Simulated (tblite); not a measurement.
Compound: C3H9PSSi.
Numbering: `[CH3:1][S:2][CH2:3]/[P:4]=[CH:5]\[SiH3:6]` (hydrogens: H7, H8, H9 on C1; H10, H11 on C3; H12 on C5; H13, H14, H15 on Si6)

Geometry (GFN2-xTB, Å), atoms numbered from 1 in this order:
```
atom  x, y, z in Å
C1    -2.277    0.114    0.225
S2    -0.966    1.276   -0.242
C3    -0.363    0.443   -1.738
P4     0.190   -1.337   -1.517
C5     1.320   -1.245   -0.292
Si6    1.998    0.194    0.724
H7    -2.748    0.510    1.119
H8    -3.003    0.042   -0.580
H9    -1.839   -0.860    0.432
H10   -1.158    0.475   -2.487
H11    0.478    1.040   -2.095
H12    1.742   -2.213   -0.043
H13    3.347   -0.235    1.114
H14    2.103    1.419   -0.066
H15    1.172    0.382    1.916
```

Level: GFN2-xTB in tblite, geometry and Hessian alike; calculated harmonic values, unscaled, isolated species. Against measured fundamentals such values can be off by several per cent, at times by over 20. Modes of hydrogen on silicon can be 10 to 20 % off. One conformer, not necessarily the lowest.

Harmonic wavenumbers (cm⁻¹): 37.8, 91.2, 117.7, 153.2, 183.0, 189.3, 205.5, 265.4, 367.6, 525.8, 543.4, 626.8, 672.4, 696.3, 726.2, 747.2, 760.9, 774.0, 792.7, 816.7, 939.9, 943.5, 1063.7, 1080.1, 1161.1, 1240.3, 1314.6, 1400.9, 1443.9, 1446.7, 2222.4, 2262.2, 2264.6, 2942.5, 2972.0, 2994.9, 3008.0, 3023.0, 3063.2.

A = 2207, B = 1446, C = 1067 MHz; mass 135.993 u (most abundant isotopes); point group C1, symmetry number 1.

Question: Zero-point energy?

Answer: Half the sum of the wavenumbers: 23040 cm⁻¹ = 275.62 kJ/mol.

Question: Entropy at 298.15 K, 1 bar (ideal gas, RRHO, classical rotation)?

Answer: Translation 170.12, rotation 121.07, vibration 118.25: S = 409.4 J/(mol K).

Question: And Cp and H(298.15 K) − H(0)?

Answer: Cp = 151.30 J/(mol K), of which vibrations give 118.04 (their classical limit is 39 R = 324.3); H(298.15 K) − H(0) = 28.30 kJ/mol without the zero-point energy, 18.38 from vibrations.

Question: How do the functions run with temperature in this model?

Answer: 
| T (K) | S (J/(mol K)) | Cp (J/(mol K)) | H − H(0) (kJ/mol) | G − H(0) (kJ/mol) | ln q(vib) |
| --- | --- | --- | --- | --- | --- |
| 100 | 290.6 | 79.1 | 5.46 | -23.60 | 1.73 |
| 200 | 356.6 | 115.4 | 15.19 | -56.13 | 4.33 |
| 300 | 410.4 | 151.9 | 28.58 | -94.53 | 6.85 |
| 500 | 502.2 | 208.2 | 65.01 | -186.09 | 11.67 |
| 800 | 612.1 | 258.5 | 135.71 | -353.93 | 18.24 |
| 1000 | 672.2 | 280.5 | 189.73 | -482.50 | 22.17 |

q(vib) and H(0) count from the zero-point level.

Question: What must be added to the electronic energy to get the Gibbs energy at 298.15 K and 1 bar?

Answer: ZPE + [H(298.15 K) − H(0)] − T·S = 275.62 + 28.30 − 122.08 = 181.84 kJ/mol.

Question: Blend soft modes into free rotors: weight 1/[1 + (100 cm⁻¹/ν̃)⁴] for the oscillator and the rest for a rotor with moment μB/(μ + B), μ = h/(8π²ν), B = 10⁻⁴⁴ kg m². What vibrational entropy results?

Answer: 109.47 J/(mol K) in place of 118.25, which changes −T·S at 298.15 K by +2.62 kJ/mol.

Question: Which modes carry the vibrational entropy at 298.15 K?

Answer: 37.8 cm⁻¹: 22.47; 91.2 cm⁻¹: 15.21; 117.7 cm⁻¹: 13.13; 153.2 cm⁻¹: 11.01; 183.0 cm⁻¹: 9.61; 189.3 cm⁻¹: 9.35 J/(mol K); the other 33 give 37.47 together.

Hindered rotation and anharmonicity are outside this model. Other conformers, if any are populated, would add a mixing term that is left out. The structure is chiral; the term R ln 2 for an equal mix with its mirror image is left out.
